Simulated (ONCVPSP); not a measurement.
## Before and after: ONCV potential for platinum (Pt)

ONCVPSP 4.0.1 input, shortened (lines: element, Z, core and valence counts, functional; n l f; lmax; l rc ep ncon nbas qcut; lloc lpopt rc5 dvloc0; l nproj debl; icmod fcfact rcfact), BLYP, scalar-relativistic:

```
  Pt 78.00   10    4  -106131      upf
    1    0    2.00
    2    0    2.00
    2    1    6.00
    3    0    2.00
    3    1    6.00
    3    2   10.00
    4    0    2.00
    4    1    6.00
    4    2   10.00
    4    3   14.00
    5    0    2.00
    5    1    6.00
    5    2    9.00
    6    0    1.00
    2
    0    1.75    0.00    5    9    6.80
    1    1.10    0.00    5    8    7.90
    2    1.60    0.00    4    8    7.00
    4    5    0.85    0.00
    0    3    0.60
    1    3    1.90
    2    3    3.30
    3    4.75    1.75
```

In the p channel the program set the typed energies aside and used -2.055, 0.250, 2.150 Ha.

Change: core correction Teter function, fcfact 4.75, rcfact 1.94.

Cutoffs: the cutoffs (Ha) at which the residual kinetic energy of the hardest occupied pseudo-wave falls to 1 and 0.1 mHa per electron; they do not see the model core or the augmentation charge, which bear on the density cutoff. Errors are all-electron minus pseudo energies relative to the spin-unpolarised reference configuration.

Question: Predict the effect on cutoff, ghosts and configuration errors.

Answer: The potential gets neither clearly harder nor softer (71 Ha and 134 Ha → 71 Ha and 134 Ha); both files keep a bound ghost (p); of the 4 tests that both files solve, the error grows in 4 and shrinks in 0 by more than 15 % and 0.3 meV (median size 16.1 → 34.5 meV). A model core, the more so a compact one, raises the density cutoff, which this test does not measure.

| quantity | base | changed |
| --- | --- | --- |
| cutoff, loose | 71 Ha | 71 Ha |
| cutoff, tight | 134 Ha | 134 Ha |
| bound ghosts | p | p |
| GHOST(+) flags under 300 eV | s at 36.2 eV | s at 36.2 eV |
| error for 5s2 5p6 5d9 6s0, meV [ΔE 9.24 eV] | -9.4 | -15 |
| error for 5s2 5p6 5d8 6s0, meV [ΔE 29.12 eV] | -23 | -54 |
| error for 5s2 5p6 5d7 6s0, meV [ΔE 61.22 eV] | -76 | -173 |
| error for 5s2 5p6 5d9.5 6s0.5, meV [ΔE -0.07 eV] | -4.2 | -5.0 |
| s: phases at 1.78 bohr within 0.05 rad from the reference energy up to (Ha; the scan ends near 5) | to the end of the scan | to the end of the scan |
| p: phases at 1.11 bohr within 0.05 rad from the reference energy up to (Ha; the scan ends near 5) | to the end of the scan | to the end of the scan |
| d: phases at 1.62 bohr within 0.05 rad from the reference energy up to (Ha; the scan ends near 5) | to the end of the scan | to the end of the scan |
| rms error of d²Exc/dni dnj with the model core, mHa | 3.62 | 4.85 |

 A true bound ghost makes a file unfit for plane-wave use even where its test errors are small: the radial tests pick states by their node count and pass the ghost by.
